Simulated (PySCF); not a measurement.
C₄H₁₅OSi₂ (SMILES C[SiH](C)[OH+][SiH](C)C), charge +1, singlet, geometry from GFN2-xTB; CASSCF(8,7)/STO-3G in PySCF.

The PySCF input:
```python
from pyscf import gto, scf, mcscf
import numpy

mol = gto.M(
    atom='''
C     2.28470651    1.27939609   -0.90351393
Si    1.57433853   -0.40914669   -0.45366411
C     2.48657435   -1.36470123    0.89609590
O     0.02796578   -0.02281243    0.39733461
Si   -1.61892686    0.44551856   -0.17984160
C    -2.32609212    1.23379166    1.38401694
C    -2.39865519   -1.18644515   -0.71545565
H     1.61236916    1.85241004   -1.53769491
H     3.21973148    1.17013866   -1.44524253
H     2.49651203    1.88213781   -0.02161200
H     1.03141715   -1.19944590   -1.54890401
H     1.92834542   -2.23244734    1.24177937
H     3.43598860   -1.73149924    0.51864930
H     2.71323531   -0.74641592    1.76362631
H     0.09544606   -0.07785786    1.35608646
H    -1.22791765    1.35973652   -1.24295224
H    -1.71813037    2.06096939    1.74493163
H    -2.43436151    0.51893123    2.19858016
H    -3.31593391    1.63356748    1.18707368
H    -1.82605901   -1.67809761   -1.49838572
H    -3.39924974   -1.02370090   -1.10533205
H    -2.49008404   -1.88738128    0.11294008
''',
    basis='sto-3g',
    charge=1,
    verbose=4,
)

mf = scf.RHF(mol)
mf.kernel()
mc = mcscf.CASSCF(mf, 7, 8)
mc.fix_spin_(ss=0.0)
mc.kernel()
occ = numpy.linalg.eigvalsh(mc.fcisolver.make_rdm1(mc.ci, mc.ncas, mc.nelecas))[::-1]
ss = mc.fcisolver.spin_square(mc.ci, mc.ncas, mc.nelecas)[0]
print('natural occupations', occ.round(4), ' <S^2>', round(ss, 4))
```

Output, abridged:

```
PySCF version 2.14.0

[INPUT] verbose = 4
[INPUT] num. atoms = 22
[INPUT] num. electrons = 74
[INPUT] charge = 1
[INPUT] spin (= nelec alpha-beta = 2S) = 0
[INPUT] symmetry False subgroup None
[INPUT] Mole.unit = angstrom
[INPUT] Symbol           X                Y                Z      unit          X                Y                Z       unit  Magmom
[...]
nuclear repulsion = 478.304362742273
number of shells = 40
number of NR pGTOs = 174
number of NR cGTOs = 58
basis = sto-3g
ecp = {}

******** <class 'pyscf.scf.hf.RHF'> ********
method = RHF
initial guess = minao
damping factor = 0
level_shift factor = 0
DIIS = <class 'pyscf.scf.diis.CDIIS'>
diis_start_cycle = 1
diis_space = 8
diis_damp = 0
SCF conv_tol = 1e-09
SCF conv_tol_grad = None
SCF max_cycles = 50
direct_scf = True
direct_scf_tol = 1e-13
Set gradient conv threshold to 3.16228e-05
Initial guess from minao.
init E= -803.731653880959
[...]
cycle= 1 E= -803.372184570738  delta_E= 0.359  |g|= 0.359  |ddm|= 5.08
[...]
cycle= 2 E= -803.423692929335  delta_E= -0.0515  |g|= 0.101  |ddm|= 0.647
[...]
cycle= 3 E= -803.427459079357  delta_E= -0.00377  |g|= 0.0257  |ddm|= 0.163
[...]
cycle= 4 E= -803.427788717155  delta_E= -0.00033  |g|= 0.00237  |ddm|= 0.056
[...]
cycle= 5 E= -803.427791596359  delta_E= -2.88e-06  |g|= 0.000677  |ddm|= 0.00478
[...]
cycle= 6 E= -803.427791824602  delta_E= -2.28e-07  |g|= 0.000113  |ddm|= 0.00125
[...]
cycle= 7 E= -803.427791832784  delta_E= -8.18e-09  |g|= 1.66e-05  |ddm|= 0.00027
[...]
cycle= 8 E= -803.427791832962  delta_E= -1.78e-10  |g|= 2.2e-06  |ddm|= 4.15e-05
[...]
Extra cycle  E= -803.427791832964  delta_E= -1.82e-12  |g|= 7.81e-07  |ddm|= 4.22e-06
converged SCF energy = -803.427791832964

******** <class 'pyscf.mcscf.mc1step.CASSCF'> ********
CAS (4e+4e, 7o), ncore = 33, nvir = 18
max_cycle_macro = 50
max_cycle_micro = 4
conv_tol = 1e-07
conv_tol_grad = None
orbital rotation max_stepsize = 0.02
orbital rotation threshold for CI restart = 0.01
augmented hessian ah_max_cycle = 30
augmented hessian ah_conv_tol = 1e-12
augmented hessian ah_linear dependence = 1e-14
augmented hessian ah_level shift = 1e-08
augmented hessian ah_start_tol = 2.5
augmented hessian ah_start_cycle = 3
augmented hessian ah_grad_trust_region = 3
kf_trust_region = 3
kf_interval = 4
ci_response_space = 4
ci_grad_trust_region = 3
with_dep4 0
natorb = False
canonicalization = True
sorting_mo_energy = False
ao2mo_level = 2
internal_rotation = False
[...]
CASCI E = -803.433601878445  S^2 = 0.0000000
[...]
               |grad[o]|=0.000639  |grad[c]|=0.00166  |ddm|=0.00111  |maxRot[o]|=0.0697
macro iter  25 (  7 JK    2 micro), CASSCF E = -803.468542705513  dE = -1.04840092e-04  S^2 = 0.0000000
               |grad[o]|=0.000786  |grad[c]|=0.000696  |ddm|=0.0011  |maxRot[o]|=0.0697
macro iter  26 (  7 JK    2 micro), CASSCF E = -803.468637050693  dE = -9.43451803e-05  S^2 = 0.0000000
               |grad[o]|=0.000783  |grad[c]|=0.00182  |ddm|=0.00111  |maxRot[o]|=0.0697
macro iter  27 (  7 JK    2 micro), CASSCF E = -803.468699705711  dE = -6.26550183e-05  S^2 = 0.0000000
               |grad[o]|=0.000632  |grad[c]|=0.00363  |ddm|=0.00125  |maxRot[o]|=0.0697
macro iter  28 (  7 JK    2 micro), CASSCF E = -803.468716623261  dE = -1.69175493e-05  S^2 = 0.0000000
               |grad[o]|=0.00033  |grad[c]|=0.00174  |ddm|=0.000986  |maxRot[o]|=0.0423
macro iter  29 ( 10 JK    2 micro), CASSCF E = -803.468702358371  dE =  1.42648893e-05  S^2 = 0.0000000
               |grad[o]|=0.000233  |grad[c]|=0.00378  |ddm|=0.00149  |maxRot[o]|=0.0286
macro iter  30 (  7 JK    2 micro), CASSCF E = -803.468713874016  dE = -1.15156447e-05  S^2 = 0.0000000
               |grad[o]|=0.000399  |grad[c]|=0.000347  |ddm|=0.000782  |maxRot[o]|=0.0208
macro iter  31 (  5 JK    2 micro), CASSCF E = -803.468717897621  dE = -4.02360490e-06  S^2 = 0.0000000
               |grad[o]|=0.000202  |grad[c]|=0.000338  |ddm|=0.000266  |maxRot[o]|=0.013
macro iter  32 (  6 JK    1 micro), CASSCF E = -803.468718802663  dE = -9.05041702e-07  S^2 = 0.0000000
               |grad[o]|=6.67e-05  |grad[c]|=0.000655  |ddm|=5.08e-05  |maxRot[o]|=0.00793
macro iter  33 (  7 JK    1 micro), CASSCF E = -803.468718941399  dE = -1.38736368e-07  S^2 = 0.0000000
               |grad[o]|=6.7e-05  |grad[c]|=0.000242  |ddm|=1.28e-05  |maxRot[o]|=0.00286
macro iter  34 (  1 JK    1 micro), CASSCF E = -803.468718941401  dE = -2.16004992e-12  S^2 = 0.0000000
               |grad[o]|=2.29e-05  |grad[c]|=2.16e-06  |ddm|=    0  |maxRot[o]|=    0
1-step CASSCF converged in  34 macro (321 JK  79 micro) steps
CASSCF canonicalization
Density matrix diagonal elements [1.98600674 1.98489581 1.97981283 1.98518768 0.02022577 0.02128016
 0.02259103]
CASSCF energy = -803.468718941401
CASCI E = -803.468718941401  E(CI) = -12.4663231221375  S^2 = 0.0000000
natural occupations [1.9994 1.9821 1.979  1.9756 0.0252 0.0209 0.0178]  <S^2> 0.0
```
